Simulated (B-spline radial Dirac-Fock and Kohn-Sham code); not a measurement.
Z = 72 (hafnium), transition energy 500 keV. Model: a Dirac-Hartree-Slater potential of the neutral atom with a Latter tail (no hole, which puts coefficients of high multipoles low close above an edge), finite nucleus with surface currents. Program: a radial finite-basis atomic code. Subshells that would emit electrons below 1 keV are left out.

**Question.** A pure transition shows α(K) = 0.00555, L1/L2 = 10.7 and L1/L3 = 11.8. What is its multipolarity?
A. M1
B. M3
C. M4
D. E2
E. M2
F. E1
G. E3
H. E4

**Answer.** F. For comparison, α(K), L1/L2, L1/L3 are E2 0.0150, 1.99, 4.18; E3 0.0380, 0.733, 2.22; E4 0.0939, 0.412, 1.47; M1 0.0404, 12.8, 108; M2 0.121, 8.45, 29.7; M3 0.304, 5.84, 7.97; M4 0.744, 4.36, 3.46.

Values without a named source are computed, but for edge energies of neutral atoms, which are taken from tables.
